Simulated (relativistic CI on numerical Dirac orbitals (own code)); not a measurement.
What each ingredient does to the levels of Sb¹⁷⁺

Base calculation: Dirac-Coulomb-Breit CI, separate exchange-only KLI orbitals for each configuration, QED by a radiative potential, unscaled Slater integrals.

CI space (outside the closed core [Ar] 3d10): 4s2 4p4, 4s 4p5, 4p6, 4s2 4p3 4d, 4s 4p4 4d, 4s2 4p3 4f, 4s 4p4 4f, 4p5 4d, 4s 4p3 4d2, 4s2 4p2 4d 4f, 4s2 4p3 5s, 4p5 4f, 4s2 4p3 5p, 4p5 5s, 4s 4p3 4d 5s, 4s 4p4 5s, 4s2 4p3 5d, 4p4 4d 4f, 4s2 4p2 4f 5s, 4s 4p4 5p, 4s2 4p3 5f, 4s 4p3 4f2, 4s2 4p3 5g, 4s2 4p3 6s, 4s 4p4 5d, 4s2 4p3 6p, 4s 4p3 5s2, 4s2 4p2 4d2, 4s2 4p 4d3, 4s 4p2 4d3, 4s2 4p 4d2 4f, 4s 4p2 4d2 4f, 4s2 4p 4d2 5s, 4p4 4d2, 4p3 4d3, 4p3 4d2 4f, 4p3 4d2 5s, 4s2 4p2 4d 5s, 4s 4p2 4d2 5s, 4s2 4p 4d 4f 5s, 4s 4p2 4d 4f 5s, 4s2 4p 4d 5s2, 4p4 4d 5s, 4p3 4d 4f 5s, 4p3 4d 5s2, 4s2 4p2 5s2, 4s 4p2 4d 5s2, 4s2 4p 4f 5s2, 4s 4p2 4f 5s2. Double excitations out of closed p, d and f shells are left out; levels of such configurations are missing from the list, as are those of other unlisted configurations, and high levels can miss mixing partners. These lack a partner that the ground configuration has and come out too high: 4s2 4p3 5p, 4s2 4p3 5d, 4s 4p4 5p, 4s2 4p3 5f, 4s2 4p3 5g.

The lowest level and the first level of each name with at least 55 % of one term (blank where a level has no safe partner in the second run):

```
           Level  Base (cm⁻¹)  Shift (cm⁻¹)
    4s2 4p4 3P_2            0             0
    4s2 4p4 3P_1        82642          -157
    4s2 4p4 1D_2       104837          -151
    4s 4p5 3P°_2       439120         +1483
    4s 4p5 3P°_1       475122         +1390
    4s 4p5 3P°_0       525187         +1274
4s2 4p3 4d 5D°_0       586421          +201
4s2 4p3 4d 5D°_1       593630          +225
4s2 4p3 4d 5D°_4       599171          +120
4s2 4p3 4d 3D°_1       652087           +62
4s2 4p3 4d 1S°_0       656288           +56
4s2 4p3 4d 3F°_3       664078           +44
4s2 4p3 4d 3D°_3       670761           +21
4s2 4p3 4d 3G°_4       677350           +17
4s2 4p3 4d 3F°_4       687016           +23
4s2 4p3 4d 1G°_4       699032           +14
4s2 4p3 4d 3G°_5       704387            -8
4s2 4p3 4d 3P°_0       728623           +38
4s2 4p3 4d 3D°_2       739471            +8
4s2 4p3 4d 3S°_1       787118          +154
        4p6 1S_0       948561         +2783
  4s 4p4 4d 5D_3       991193         +1746
```

At this charge energies of transitions that change n are usually good to better than 1 %, and those within a shell (Δn = 0) to a few per cent.

Question: One thing was changed in a second run, which moved the levels as shown. Which?
A. configuration mixing switched off
B. one mean potential for all configurations
C. P86 correlation estimate
D. Breit term removed
E. QED terms removed

Answer: E. QED terms removed. QED shifts follow the density of s (and p1/2) electrons at the nucleus, so configurations move by their count of such electrons; where none moves, the smaller shifts of p3/2 electrons and of j = l + 1/2 against j = l − 1/2 set the pattern.

LS names give the leading component of a level, which can be under half, so a name can repeat, a term be missing and a line seem to break the LS rules.
